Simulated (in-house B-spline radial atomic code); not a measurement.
Radial electron density of the xenon ion Xe⁺, [Kr] 4d10 5s2 5p5. Computed with a B-spline radial code for spherical atoms: scalar-relativistic (X2C) LC-wPBE, spin-polarised, spherical fractional occupations, Fermi nucleus of rms radius 4.7859 fm.

Caution: exact exchange at fractional occupations of open shells leaves self-interaction of up to several eV.

One-electron X2C: radii and densities carry no picture-change correction, so inner-shell <1/r> comes out high (for 1s by about 2 % at Z = 33, 5 % at 54, 10 % at 75, 30 % at 118) and <r> low.

Columns: r (bohr), 4πr²n(r) (electrons per bohr), bar.

```
0.000863    2.469 #
 0.00107    3.453 ##
 0.00132    4.771 ##
 0.00163    6.566 ###
 0.00201    8.954 ####
 0.00249    12.18 ######
 0.00307    16.29 ########
  0.0038     21.6 ###########
 0.00469    28.06 ##############
  0.0058    35.77 ##################
 0.00716    44.33 ######################
 0.00885    53.29 ##########################
  0.0109    61.46 ##############################
  0.0135    67.89 #################################
  0.0167    70.99 ###################################
  0.0206    70.17 ##################################
  0.0255    66.18 ################################
  0.0315    61.87 ##############################
  0.0389     61.3 ##############################
  0.0481    67.55 #################################
  0.0594    79.25 #######################################
  0.0734    89.52 ############################################
  0.0907    89.88 ############################################
   0.112    79.02 #######################################
   0.138    67.12 #################################
   0.171    66.35 ################################
   0.211    74.83 #####################################
   0.261    74.95 #####################################
   0.323    56.45 ############################
   0.399    33.72 #################
   0.493    25.41 ############
   0.609    28.93 ##############
   0.752    28.55 ##############
    0.93    19.96 ##########
    1.15    11.06 #####
    1.42    6.785 ###
    1.75    5.275 ###
    2.17    3.829 ##
    2.68    2.117 #
    3.31   0.8252 
    4.09   0.2198 
    5.05  0.03854 
    6.24 0.003918 
    7.71 0.0002141
```

On this grid the curve has 4 maxima, near 0.0167, 0.0907, 0.261, 0.609 bohr.

The 5s up radial function P(r) = rR(r), positive near the nucleus:

```json
{"r (bohr)": "0.00037", "P": "0.01449"}
{"r (bohr)": "0.000565", "P": "0.02036"}
{"r (bohr)": "0.000863", "P": "0.02845"}
{"r (bohr)": "0.00132", "P": "0.0395"}
{"r (bohr)": "0.00201", "P": "0.05396"}
{"r (bohr)": "0.00307", "P": "0.07241"}
{"r (bohr)": "0.00469", "P": "0.09402"}
{"r (bohr)": "0.00716", "P": "0.1154"}
{"r (bohr)": "0.0109", "P": "0.1285"}
{"r (bohr)": "0.0167", "P": "0.1178"}
{"r (bohr)": "0.0255", "P": "0.06235"}
{"r (bohr)": "0.0389", "P": "-0.0474"}
{"r (bohr)": "0.0594", "P": "-0.1702"}
{"r (bohr)": "0.0907", "P": "-0.1787"}
{"r (bohr)": "0.138", "P": "0.03595"}
{"r (bohr)": "0.211", "P": "0.2848"}
{"r (bohr)": "0.323", "P": "0.09142"}
{"r (bohr)": "0.493", "P": "-0.3908"}
{"r (bohr)": "0.752", "P": "-0.2199"}
{"r (bohr)": "1.15", "P": "0.5651"}
{"r (bohr)": "1.75", "P": "0.8475"}
{"r (bohr)": "2.68", "P": "0.4577"}
{"r (bohr)": "4.09", "P": "0.09991"}
{"r (bohr)": "6.24", "P": "0.006987"}
```
